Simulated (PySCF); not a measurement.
Computed IR spectrum (relative IR intensity) of a molecule C4H5ClSi. Coordinates come from a PBE-D3(BJ)/def2-SVP optimisation. The values are those of a single conformer. These are PBE-D3(BJ)/def2-SVP (PySCF 2.14.0) values and carry that method's errors. Frequencies are harmonic and unscaled.

Lines under 2 % of the strongest are left out, and lines within 2 cm⁻¹ are merged.

| ν (cm⁻¹) | relative intensity |
|---|---|
| 377 | 8.6 |
| 557 | 15 |
| 640 | 4.9 |
| 675 | 3.8 |
| 716 | 8.4 |
| 718 | 6.8 |
| 780 | 38 |
| 860 | 62 |
| 900 | 63 |
| 986 | 6.9 |
| 1058 | 3.4 |
| 1151 | 31 |
| 1285 | 22 |
| 1521 | 25 |
| 1571 | 14 |
| 2160 | 100 |
| 3106 | 2.6 |

Q: Which structure fits?
A. C#C/C(Cl)=C\[SiH3]
B. ClC1=C[SiH2]C=C1
C. C#C[SiH2]C(=C)Cl
D. C#C/C=C\[SiH2]Cl

A: B, ClC1=C[SiH2]C=C1
